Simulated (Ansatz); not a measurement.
Cost and result up the ladder for Si32H38, a nanocrystal cut from hexagonal silicon (70 atoms). The state is a singlet with charge 0. Geometry: PBE-D4/def2-SVP.

Cartesian coordinates in Å:
```
Si -2.220 -3.328 -3.101
Si -3.572 -3.227 -1.178
Si -4.175 0.510 -1.892
Si -3.466 -1.061 -0.273
Si -4.830 -0.905 1.635
Si -4.704 1.283 2.490
Si 0.004 -2.919 -2.455
Si 0.670 -4.535 -0.859
Si -0.563 0.811 -3.155
Si -2.423 2.010 -2.358
Si 0.128 -0.761 -1.532
Si -1.246 -0.637 0.366
Si 1.253 -3.467 1.156
Si -0.582 -2.240 1.970
Si -1.802 3.114 -0.375
Si -1.103 1.538 1.243
Si -2.480 1.687 3.142
Si 0.016 -1.147 3.965
Si -1.824 0.087 4.760
Si 3.064 1.050 -4.394
Si 1.212 2.282 -3.622
Si 3.729 -0.522 -2.752
Si 2.341 -0.364 -0.865
Si 3.017 -1.966 0.737
Si 1.800 3.392 -1.633
Si -0.043 4.614 -0.824
Si 2.488 1.817 -0.009
Si 1.119 1.934 1.896
Si 3.657 -0.866 2.714
Si 1.791 0.331 3.504
Si 4.720 2.210 0.609
Si 5.415 0.625 2.228
H -2.333 -4.677 -3.768
H -2.678 -2.276 -4.080
H -5.004 -3.570 -1.508
H -3.074 -4.220 -0.157
H -4.583 -0.213 -3.153
H -5.379 1.262 -1.378
H -6.252 -1.263 1.276
H -4.346 -1.885 2.674
H -5.109 2.257 1.411
H -5.638 1.460 3.662
H 0.920 -2.981 -3.655
H -0.458 -5.508 -0.619
H 1.852 -5.310 -1.387
H -0.945 0.066 -4.414
H -2.847 3.029 -3.391
H 1.681 -4.474 2.198
H -1.738 -3.177 2.235
H -2.995 3.867 0.167
H -2.346 3.075 3.725
H 0.463 -2.170 4.983
H -2.976 -0.843 5.056
H -1.454 0.793 6.041
H 2.697 0.330 -5.669
H 4.207 1.987 -4.697
H 0.771 3.292 -4.656
H 3.647 -1.920 -3.313
H 5.159 -0.270 -2.343
H 4.198 -2.726 0.174
H 2.956 4.326 -1.911
H -0.483 5.626 -1.852
H 0.341 5.350 0.436
H 1.219 3.312 2.507
H 4.081 -1.882 3.748
H 2.165 1.067 4.770
H 5.601 2.118 -0.613
H 4.847 3.604 1.171
H 6.602 -0.147 1.708
H 5.837 1.341 3.487
```

Ansatz on 11 threads of AMD EPYC 7R13 on a shared host and a whole NVIDIA H100 80GB HBM3. Times are rough, and most runs start from the orbitals of an earlier one. PBE0-D4/def2-TZVP serves as the yardstick here, not as an exact answer. Differences are given only for rows in sets of like size (and for xTB, whose basis is part of the method), since another set adds its own error. Binding counts from free atoms at the same level (Si triplet, H doublet; other spins of the atoms weren't run), without zero-point energy or a counterpoise term.

B3LYP takes the VWN-RPA correlation. Correlated methods freeze 160 core orbitals. The rows differ in basis, and correlated rows in double-zeta sets carry the largest basis error. Single mean-field runs in 6-31G, def2-SVP, def2-TZVP are fitted with def2-universal-jkfit.

Correlated methods converge slowly with the basis, most of all in double-zeta sets.

| level | functions | wall time |
| --- | --- | --- |
| HF/STO-3G | 326 | 2.3 s |
| HF/6-31G | 492 | 2.6 s |
| B3LYP-D4/6-31G | 492 | 3.7 s |
| PBE-D4/def2-SVP | 766 | 4.3 s |
| PBE0-D4/def2-SVP | 766 | 5.5 s |
| PBE-D4/def2-TZVP | 1412 | 7.5 s |
| MP2/def2-SVP | 766 | 7.5 s |
| r2SCAN-D4/def2-TZVP | 1412 | 9 s |
| B3LYP-D4/def2-TZVP (with forces) | 1412 | 15 s |
| PBE0-D4/def2-TZVP (with forces) | 1412 | 15 s |

(1) Estimate what each level gives for the binding energy per atom (eV).

Answers

(1) 
```tsv
level	binding energy per atom (eV)	difference from PBE0-D4/def2-TZVP (eV)
HF/STO-3G	3.79	–
HF/6-31G	2.04	–
B3LYP-D4/6-31G	3.06	–
PBE-D4/def2-SVP	3.38	–
PBE0-D4/def2-SVP	3.38	–
PBE-D4/def2-TZVP	3.37	0.00
MP2/def2-SVP	3.11	–
r2SCAN-D4/def2-TZVP	3.38	0.01
B3LYP-D4/def2-TZVP (with forces)	3.34	-0.04
PBE0-D4/def2-TZVP (with forces)	3.38	0.00
```
